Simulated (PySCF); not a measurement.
Vibration and rotation of KAs⁺

UHF-CCSD(T) constants of KAs⁺, ⁴Σ⁻ (quartet), unpaired electrons σ ↑, π ↑↑ (PySCF, no relativity, basis sets K pcseg-1, As pcseg-1; masses 38.9637 and 74.9216 u):

```
ωe              : 65.3 cm⁻¹
ωexe            : 0.834 cm⁻¹
Be              : 0.047208 cm⁻¹
αe              : 0.000639 cm⁻¹
D (centrifugal) : 9.88e-08 cm⁻¹
De to K⁺ + As   : 0.155 eV
```

(1) Give the vibrational terms G(v) and spacings up to v = 6.

(2) How well does the Morse estimate ωe²/(4ωexe) reproduce De, and what is D0?

Correlated steps freeze 14 core orbitals. The bond is weak. Basis-set superposition, not corrected here, can be much of De in a small basis, most of all at correlated wavefunction levels. Spin–orbit coupling is left out. For an ion De counts to the pair picked by the measured ionisation energies or electron affinities, which need not be the lowest pair at this level. The state was picked by a PBE0 search and need not be the measured ground state.

## Answers

(1) G(v) = ωe(v+½) − ωexe(v+½)².

```tsv
v	G(v) (cm⁻¹)	G(v) − G(v−1)	Bv (cm⁻¹)
0	32.4		0.04689
1	96.1	63.6	0.04625
2	158.0	62.0	0.04561
3	218.3	60.3	0.04497
4	277.0	58.6	0.04433
5	333.9	57.0	0.04369
6	389.2	55.3	0.04305
```

(2) It gives 0.158 eV, 102 % of the computed De. D0 = De − G(0) = 0.155 − 0.004 = 0.151 eV.
